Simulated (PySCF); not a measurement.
# Core-level binding energies of `CC(C)(C)BC1CC1`

C₇H₁₅B.
Atom-mapped SMILES: `[CH3:1][C:2]([CH3:3])([CH3:4])[BH:5][CH:6]1[CH2:7][CH2:8]1`

Method: delta-SCF UKS SCAN, pcX-2 on the ionised atom, pcseg-1 elsewhere, spin-free X2C (PySCF). Binding energies are ΔSCF values: E(core-ionised, relaxed orbitals) − E(ground state) at a fixed geometry, referred to the vacuum level.

Q: List the computed XPS lines with their assignment.

A: 
```
 atom(s)     bonded to  level  binding energy (eV)  above the level's lowest (eV)  count
      B5     2 C and H   B 1s               194.86                           0.00      1
      C2     3 C and B   C 1s               289.75                           0.00      1
      C6  2 C, H and B   C 1s               289.98                          +0.23      1
C1/C3/C4     C and 3 H   C 1s               290.09                          +0.34      3
   C7/C8   2 C and 2 H   C 1s               290.68                          +0.93      2
```

The listed C 1s values span 0.93 eV, from C2 (bonded to 3 C and B) to C7/C8 (bonded to 2 C and 2 H). The widest gap between neighbouring values is 0.59 eV, between 290.09 and 290.68 eV.

Q: Which effective nuclear charge Zeff reproduces each element's mean 1s value in the hydrogen-like formula E = 13.606 eV × Zeff²?

A: B (Z = 5): mean 194.9 eV, Zeff = 3.78, Z − Zeff = 1.22; C (Z = 6): mean 290.2 eV, Zeff = 4.62, Z − Zeff = 1.38. Means run over the listed sites, weighted by atom count.

Q: Give the binding energy of C 1s of C1/C3/C4 in hartree and in kJ/mol.

A: 290.09 eV = 10.6606 Eh = 27989 kJ/mol.

One atom of each set of topologically equivalent atoms was ionised and stands for the set; in this conformer not all members are related by symmetry, and their own values weren't computed. One conformer (not necessarily the lowest) at the PBE0-D3(BJ)/def2-SVP geometry, without solvent, vibrations or thermal averaging.

The values belong to the conformer `[CH3:1][C:2]([CH3:3])([CH3:4])[BH:5][CH:6]1[CH2:7][CH2:8]1`: C1–C2–B5–C6 6°, C2–B5–C6–C7 141°.
